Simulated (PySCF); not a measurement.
# Where does 3-(methylthio)aniline take a proton?

Molecule: 3-(methylthio)aniline, `CSc1cccc(N)c1` (C7H9NS). Coordinates in Å; atoms count from 1 in this order:
```
C     2.9169   -0.5849    0.9521
S     2.4812    0.7944   -0.1148
C     0.7411    0.6149   -0.3337
C     0.1243    1.5584   -1.1706
C    -1.2463    1.4775   -1.3852
C    -2.0169    0.4834   -0.7891
C    -1.4089   -0.4642    0.0487
N    -2.1449   -1.4873    0.6121
C    -0.0220   -0.3856    0.2697
H     4.0050   -0.5231    1.0893
H     2.4334   -0.5119    1.9375
H     2.6757   -1.5513    0.4854
H     0.7185    2.3420   -1.6454
H    -1.7306    2.2103   -2.0356
H    -3.0929    0.4335   -0.9731
H    -3.1424   -1.3362    0.6802
H    -1.7515   -1.9285    1.4324
H     0.4435   -1.1284    0.9195
```

These are calculated values, ωB97X-D3(BJ)/def2-TZVP in PySCF (grid level 2) at geometries from PBE0-D3(BJ)/def2-SVP. Zero-point and thermal terms (298.15 K, 1 bar) come from unscaled GFN2-xTB harmonic frequencies, with soft modes damped to free rotors in the entropy. These were taken at the GFN2-xTB minima.

```csv
site,product,PA / kJ/mol,GB / kJ/mol,gas share,above best in water / kJ/mol,above best in ethanol / kJ/mol
C4 (aromatic carbon),C/[S+]=C1\C=C(N)C=CC1,938,906,94.4 %,29.7,26.8
C6 (aromatic carbon),C/[S+]=C1/C=CCC(N)=C1,931,899,5.6 %,36.7,33.9
C9 (aromatic carbon),C/[S+]=C1/C=CC=C(N)C1,905,874,< 0.1 %,54.7,52.3
N8 (aryl amine nitrogen),CSc1cccc([NH3+])c1,900,871,< 0.1 %,0.0,0.0
S2 (sulfide sulfur),C[SH+]c1cccc(N)c1,880,850,< 0.1 %,75.5,73.2
```

PA is −ΔH and GB is −ΔG of B + H⁺ → BH⁺ in the gas phase. Shares are Boltzmann weights among the listed products; an error of 10 kJ/mol changes a ratio about 56-fold. Sites whose products fell apart, merged with another or lost in a GFN2-xTB screen aren't listed. Values in solvent are IEF-PCM free energies relative to the most favourable product.

C4 (aromatic carbon) comes out 7 kJ/mol ahead of C6 in free energy (7.0 kJ/mol in electronic energy). That lies inside the method's error, so the order is undecided and the shares mean little.

In water the product from N8 is solvated 252 kJ/mol more strongly than the parent (electrostatics only); N8 comes first there, though a continuum can't settle small differences.

In ethanol the product from N8 is solvated 244 kJ/mol more strongly than the parent (electrostatics only); N8 comes first there, though a continuum can't settle small differences.

Proton affinity (−ΔH), Gas-phase basicity (−ΔG): the gap is larger than usual, and may come from another state, site, conformer or species, from the functional or basis, or from an outlying measurement.

Measured values (NIST Chemistry WebBook, evaluated or the median of agreeing entries): proton affinity (−ΔH) 902 kJ/mol (computed 938, difference 36); gas-phase basicity (−ΔG) 870 kJ/mol (computed 906, difference 36). These are compared with the most favourable site that keeps the skeleton.

Known limits: the order of C4 and C6, of C9 and N8 is undecided: the gaps lie inside the method's error (some 10 kJ/mol, one structure a species).
